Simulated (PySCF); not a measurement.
Si(Cl)2(GeH3)(OH) (Cl2GeH4OSi), SMILES O[Si](Cl)(Cl)[GeH3].

Coordinates come from a ωB97X-D3(BJ)/def2-SVP optimisation. The structure was generated by enumeration, and PubChem lists no compound with its InChIKey, so it may never have been made. Other conformers were not sampled.

Vertical ionisation energy (IE) and electron affinity (EA) in eV. Rows of orbital energies are one-electron estimates. Where ΔSCF, EOM or ADC give a negative EA the extra electron is unbound and the value depends on the basis.

```csv
level,IE,EA
"−ε(HOMO), −ε(LUMO), HF/def2-TZVP (PySCF)",11.29,-3.07
"−ε(HOMO), −ε(LUMO), PBE/def2-TZVP (PySCF)",7.33,1.02
```
